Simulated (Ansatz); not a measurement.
Basis-set extrapolation for CH₆AlFOSi, SMILES `C[SiH](F)[O][AlH2]` (PBE0-D4/def2-TZVP geometry, frozen core, Ansatz). Multiplicity 1, RHF reference.

```
                      def2-TZVPP   def2-QZVPP
                 HF  -746.824693  -746.852572
    MP2 correlation    -0.859181    -0.929705
CCSD(T) correlation    -0.927082      not run
```

Energies in hartree. Use E(X) = E(∞) + A·exp(−7.88·√X) for Hartree–Fock and E(X) = E(∞) + B·X^(−2.97) for correlation, with X = 3 and 4, and add CCSD(T) minus MP2 of the smaller set to the MP2 limit.

Problem. What is the CCSD(T) energy at the basis-set limit?

Solution. HF limit: -746.852572 + (-0.027879) × 0.13774 = -746.85641. MP2 limit: -0.929705 + (-0.070524) × 0.74074 = -0.98194. Higher-order term: -0.927082 − (-0.859181) = -0.06790. Total: -747.90625 hartree, 96.9 kcal/mol below CCSD(T)/def2-TZVPP.
